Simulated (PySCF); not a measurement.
Carbon: a sound run and one with changed settings

Sound run: C⁺ [He] 2s2 2p1, C²⁺ [He] 2s2. All numbers are calculated (PySCF 2.14, no relativity, point nucleus, in pcseg-2 (4s3p2d1f, 30 functions)). The sound run starts from symmetry-adapted Hartree-Fock orbitals and uses a fine grid where one is needed.

Changed run: 26 angular points. This setting is unsound on purpose.

```json
{"species": "C⁺", "method": "UHF", "sound run (hartree)": "-37.29263", "changed run (hartree)": "-37.29263", "converged": "yes"}
{"species": "C⁺", "method": "M06-2X", "sound run (hartree)": "-37.42753", "changed run (hartree)": "-37.43029", "converged": "yes"}
{"species": "C⁺", "method": "MN15", "sound run (hartree)": "-37.39830", "changed run (hartree)": "-37.39574", "converged": "yes"}
{"species": "C²⁺", "method": "UHF", "sound run (hartree)": "-36.40376", "changed run (hartree)": "-36.40376", "converged": "yes"}
{"species": "C²⁺", "method": "M06-2X", "sound run (hartree)": "-36.52631", "changed run (hartree)": "-36.52631", "converged": "yes"}
{"species": "C²⁺", "method": "MN15", "sound run (hartree)": "-36.49824", "changed run (hartree)": "-36.49824", "converged": "yes"}
```

Ionisation energy of C⁺:

| method | sound run (eV) | changed run (eV) |
| --- | --- | --- |
| UHF | 24.187 | 24.187 |
| M06-2X | 24.523 | 24.598 |
| MN15 | 24.492 | 24.422 |

A coarse angular grid integrates products of high-l functions wrongly, so density functionals can shift, and the SCF can exploit the error; Hartree-Fock and MP2 need no grid.

For comparison, NIST gives 24.383 eV between the lowest levels.
